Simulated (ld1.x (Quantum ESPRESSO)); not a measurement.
An all-electron radial function and its pseudo partner (carbon (C))

Columns: radius, all-electron u(r) and pseudo u(r) of the 2p shell (level -31.77 eV) of carbon in the configuration [He] 2s2 2p0; PBE, scalar-relativistic, PAW scheme, ld1.x (Quantum ESPRESSO) 7.5.

```tsv
r (bohr)	all-electron	pseudo
0.103	0.0669	0.0132
0.205	0.2015	0.0513
0.308	0.3513	0.1120
0.410	0.4887	0.1898
0.513	0.6056	0.2802
0.615	0.6961	0.3752
0.718	0.7641	0.4698
0.820	0.8102	0.5562
0.923	0.8363	0.6306
1.025	0.8441	0.6879
1.128	0.8367	0.7268
1.230	0.8171	0.7459
1.332	0.7881	0.7467
1.435	0.7519	0.7313
1.538	0.7109	0.7028
1.640	0.6675	0.6655
1.743	0.6222	0.6223
1.845	0.5772	0.5775
1.948	0.5325	0.5326
2.050	0.4897	0.4897
2.153	0.4482	0.4482
2.255	0.4092	0.4092
2.358	0.3722	0.3722
2.460	0.3379	0.3379
2.562	0.3060	0.3060
2.665	0.2761	0.2761
```

Task: How many radial nodes do the two functions have?

Result: The all-electron 2p function has n − l − 1 = 0; the pseudo-wave has 0.

Task: At about which radius was the pseudo-wave matched?

Result: 2.05 bohr. The columns agree to 0.0005 from 1.74 bohr on; several derivatives are matched, so the curves merge somewhat inside the radius.

Task: Where does each function peak?

Result: Outermost all-electron maximum near 1.02 bohr, pseudo maximum near 1.33 bohr (to the table’s step).

Task: Is the pseudo-wave norm-conserving?

Result: No, it belongs to a PAW set: the norm inside the radius is not constrained, and the difference is carried by the augmentation charge.
